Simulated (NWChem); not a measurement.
System: CH4O2Sn, singlet; SMILES C[O][Sn][OH]

Input file for NWChem:

```
start job
memory heap 200 mb stack 900 mb global 1100 mb
geometry units angstroms noautoz
  Sn     0.327271    -0.559961     0.076164
  O     -1.658534    -0.598079    -0.155050
  H     -2.101657     0.253009    -0.257299
  O      0.563216     1.432227     0.114791
  C     -0.400644     2.430469     0.064106
  H     -1.395669     2.113246     0.442079
  H     -0.090497     3.293419     0.681492
  H     -0.550805     2.808395    -0.966335
end
basis spherical
  * library def2-svp
end
ecp
  Sn library def2-ecp
end
dft
  xc b3lyp
  grid xcoarse
  iterations 150
  mulliken
end
task dft gradient
```

NWChem printed, in part:

```
             Northwest Computational Chemistry Package (NWChem) 7.3.0
             --------------------------------------------------------

 C1  symmetry detected

                             Geometry "geometry" -> ""
                             -------------------------

 Output coordinates in angstroms (scale by  1.889725989 to convert to a.u.)

  No.       Tag          Charge          X              Y              Z
 ---- ---------------- ---------- -------------- -------------- --------------
    1 Sn                  50.0000     0.26331103    -0.60750152     0.00209892
    2 O                    8.0000    -1.73183537    -0.47447932    -0.00340648
    3 H                    1.0000    -2.10924605     0.41103378    -0.07116608
    4 O                    8.0000     0.67172641     1.35680738    -0.02364112
    5 C                    6.0000    -0.20266086     2.43476140     0.01565497
    6 H                    1.0000    -1.17170572     2.20889853     0.50911905
    7 H                    1.0000     0.24840102     3.27293607     0.57783444
    8 H                    1.0000    -0.43616395     2.81501449    -0.99828237

 Effective nuclear repulsion energy (a.u.)     359.4974684248

                                 NWChem DFT Module
                                 -----------------

 Summary of "ao basis" -> "ao basis" (spherical)
 ------------------------------------------------------------------------------
       Tag                 Description            Shells   Functions and Types
 ---------------- ------------------------------  ------  ---------------------
 Sn                         def2-svp                10       26   4s4p2d
 O                          def2-svp                 6       14   3s2p1d
 H                          def2-svp                 3        5   2s1p
 C                          def2-svp                 6       14   3s2p1d

            General Information
            -------------------
          SCF calculation type: DFT
          Wavefunction type:  closed shell.
          No. of atoms     :     8
          No. of electrons :    48
           Alpha electrons :    24
            Beta electrons :    24
          Charge           :     0
          Spin multiplicity:     1
          Use of symmetry is: off; symmetry adaption is: off
          Maximum number of iterations: 150
          AO basis - number of functions:    88
                     number of shells:    40
          Convergence on energy requested:  1.00D-06
          Convergence on density requested:  1.00D-05
          Convergence on gradient requested:  5.00D-04

              XC Information
              --------------
                         B3LYP Method XC Potential
                     Hartree-Fock (Exact) Exchange  0.200
                        Slater Exchange Functional  0.800 local
                    Becke 1988 Exchange Functional  0.720 non-local
              Lee-Yang-Parr Correlation Functional  0.810
                  VWN I RPA Correlation Functional  0.190 local

             Grid Information
             ----------------
          Grid used for XC integration:  xcoarse
          Radial quadrature: Mura-Knowles
          Angular quadrature: Lebedev.
          Tag              B.-S. Rad. Rad. Pts. Rad. Cut. Ang. Pts.
          ---              ---------- --------- --------- ---------
          Sn                  1.45       84          10.0       194
          O                   0.60       21          11.0       194
          H                   0.35       21          11.0       194
          C                   0.70       21          10.0       194
          Grid pruning is: on
          Number of quadrature shells:   231
          Spatial weights used:  Erf1

      Superposition of Atomic Density Guess
      -------------------------------------

 Sum of atomic energies:        -438.09997731

      Non-variational initial energy
      ------------------------------

 Total energy =    -403.303781
 1-e energy   =   -1020.734126
 2-e energy   =     423.393970
 HOMO         =      -0.313451
 LUMO         =      -0.039567

     ---------------------------------------------
      Total Density - Mulliken Population Analysis
     ---------------------------------------------

    Atom       Charge   Shell Charges
 -----------   ------   -------------------------------------------------------
    1 Sn  22    20.66   1.60  0.43  1.17  0.70  3.28  2.72  0.46  0.22  9.78  0.30
    2 O    8     8.99   1.99  1.12  0.68  3.12  2.08  0.00
    3 H    1     0.68   0.53  0.09  0.06
    4 O    8     8.98   1.99  1.11  0.72  3.08  2.07  0.01
    5 C    6     5.89   1.99  0.91  0.22  1.85  0.86  0.05
    6 H    1     0.94   0.69  0.23  0.02
    7 H    1     0.94   0.69  0.22  0.02
    8 H    1     0.94   0.69  0.22  0.02

   convergence    iter        energy       DeltaE   RMS-Dens  Diis-err
 ---------------- ----- ----------------- --------- --------- ---------
 d= 0,ls=0.0,diis     1   -405.0799078031 -5.99D+02  2.45D-02  1.02D+00
 d= 0,ls=0.0,diis     2   -404.6115506328  4.68D-01  1.51D-02  5.33D+00
 d= 0,ls=0.0,diis     3   -405.2104746325 -5.99D-01  2.62D-03  4.06D-02
 d= 0,ls=0.0,diis     4   -405.2095745332  9.00D-04  1.54D-03  5.42D-02
 d= 0,ls=0.0,diis     5   -405.2148136676 -5.24D-03  4.16D-04  2.32D-03
  Resetting Diis
 d= 0,ls=0.0,diis     6   -405.2150523061 -2.39D-04  1.07D-04  1.79D-04
 d= 0,ls=0.0,diis     7   -405.2150761210 -2.38D-05  1.56D-05  8.50D-07
 d= 0,ls=0.0,diis     8   -405.2150761648 -4.38D-08  6.24D-06  6.57D-07

         Total DFT energy =     -405.215076164766
      One electron energy =    -1024.440044915202
           Coulomb energy =      467.465533673051
    Exchange-Corr. energy =      -42.276939351452
 Nuclear repulsion energy =      194.036374428836

 Numeric. integr. density =       47.995580974323

                       DFT Final Molecular Orbital Analysis
                       ------------------------------------

 Vector   22  Occ=2.000000D+00  E=-2.827824D-01
              MO Center= -4.9D-01, -2.5D-01,  2.2D-02, r^2= 3.5D+00
   Bfn.  Coefficient  Atom+Function         Bfn.  Coefficient  Atom+Function
  ----- ------------  ---------------      ----- ------------  ---------------
    30     -0.417694  2 O  px                 3      0.381738  1 Sn s
    33     -0.307243  2 O  px                49     -0.235077  4 O  px
    11      0.222828  1 Sn px                 4      0.217447  1 Sn s
    52     -0.183443  4 O  px                31     -0.163586  2 O  py
     2     -0.152389  1 Sn s                 34     -0.140984  2 O  py

 Vector   23  Occ=2.000000D+00  E=-2.688194D-01
              MO Center=  4.1D-01,  7.9D-01,  1.2D-02, r^2= 3.4D+00
   Bfn.  Coefficient  Atom+Function         Bfn.  Coefficient  Atom+Function
  ----- ------------  ---------------      ----- ------------  ---------------
    49      0.348160  4 O  px                50      0.292683  4 O  py
    52      0.276485  4 O  px                 3      0.261092  1 Sn s
    12     -0.254081  1 Sn py                 4      0.227675  1 Sn s
    53      0.208382  4 O  py                74      0.195112  6 H  s
    75      0.185197  6 H  s                 51     -0.141846  4 O  pz

 Vector   24  Occ=2.000000D+00  E=-2.656283D-01
              MO Center=  2.2D-01,  1.4D+00, -4.7D-02, r^2= 2.4D+00
   Bfn.  Coefficient  Atom+Function         Bfn.  Coefficient  Atom+Function
  ----- ------------  ---------------      ----- ------------  ---------------
    51      0.499549  4 O  pz                54      0.392254  4 O  pz
    84      0.213117  8 H  s                 32     -0.201638  2 O  pz
    79     -0.173184  7 H  s                 65     -0.167788  5 C  pz
    35     -0.164817  2 O  pz                85      0.159302  8 H  s
    49      0.138861  4 O  px                80     -0.119045  7 H  s

 Vector   25  Occ=0.000000D+00  E=-7.594226D-02
              MO Center=  2.1D-01, -5.3D-01, -9.6D-03, r^2= 3.7D+00
   Bfn.  Coefficient  Atom+Function         Bfn.  Coefficient  Atom+Function
  ----- ------------  ---------------      ----- ------------  ---------------
    16      0.587686  1 Sn pz                13      0.520059  1 Sn pz
    32     -0.209742  2 O  pz                51     -0.204127  4 O  pz
    35     -0.200466  2 O  pz                54     -0.185144  4 O  pz
    10     -0.164292  1 Sn pz                 7     -0.152820  1 Sn pz
    85     -0.094454  8 H  s                 68     -0.059578  5 C  pz

 Vector   26  Occ=0.000000D+00  E=-3.841297D-03
              MO Center=  2.0D-01, -6.4D-01,  6.0D-03, r^2= 4.9D+00
   Bfn.  Coefficient  Atom+Function         Bfn.  Coefficient  Atom+Function
  ----- ------------  ---------------      ----- ------------  ---------------
    14      0.674968  1 Sn px                15      0.463428  1 Sn py
    29      0.457886  2 O  s                 48     -0.349438  4 O  s
    11      0.319630  1 Sn px                62      0.257096  5 C  s
    12      0.218376  1 Sn py                42     -0.200698  3 H  s
    75     -0.173103  6 H  s                 28      0.130763  2 O  s

[...]

                         DFT ENERGY GRADIENTS

    atom               coordinates                        gradient
                 x          y          z           x          y          z
   1 Sn      0.497586  -1.148011   0.003966   -0.008420   0.011264  -0.000112
   2 O      -3.272694  -0.896636  -0.006437    0.008626   0.001336   0.000397
   3 H      -3.985897   0.776741  -0.134484    0.002048  -0.001972  -0.000482
   4 O       1.269379   2.563994  -0.044675   -0.005465  -0.005570   0.000470
   5 C      -0.382974   4.601032   0.029584    0.001731  -0.003228  -0.000548
   6 H      -2.214203   4.174213   0.962095    0.001592   0.000455  -0.000563
   7 H       0.469410   6.184952   1.091949   -0.000556  -0.001520  -0.000788
   8 H      -0.824230   5.319606  -1.886480    0.000445  -0.000766   0.001625
```

Level: B3LYP/def2-SVP with def2 effective core potentials on Sn. Low-valent species are run as closed-shell singlets; no triplet was tried in these runs. Structure relaxed at the PBE0/def2-SVP level. B3LYP is NWChem's, with the RPA form of VWN correlation. def2 effective core potentials on Sn; no spin-orbit coupling.
